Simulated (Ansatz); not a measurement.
Correlation energies of CH3NOSSi, SMILES `OC1=N[SiH2]S1` by basis set

```csv
atom,x (Å),y (Å),z (Å)
O1,1.1926,1.3676,-1.2331
C2,0.4775,0.5814,-0.4429
N3,-0.0247,-0.5522,-0.7643
Si4,-0.7223,-0.7810,0.8182
S5,0.1840,1.1489,1.2236
H6,1.2555,0.9157,-2.0880
H7,-2.2016,-0.7835,0.8740
H8,-0.1610,-1.8970,1.6125
```

The species carries charge 0 and has multiplicity 1. All single points use the PBE0-D4/def2-TZVP geometry. It is one conformer, not always the lowest. Frozen core, restricted reference, Ansatz 0.2.0. CBS rows extrapolate triple and quadruple zeta; past MP2 they add the triple-zeta difference.

```
     basis     HF (Eh)  MP2 corr.
  def2-SVP  -855.05351   -0.69204
def2-TZVPP  -855.50702   -0.87482
def2-QZVPP  -855.53477   -0.94287
```

Q: Estimate the CCSD correlation energy and the (T) correction in each basis where they were run (hartree).

A: 
```
     basis  CCSD corr.       (T)
  def2-SVP    -0.72454  -0.02631
def2-TZVPP    -0.90051  -0.04409
 CBS(def2)    -1.01897     as TZ
```
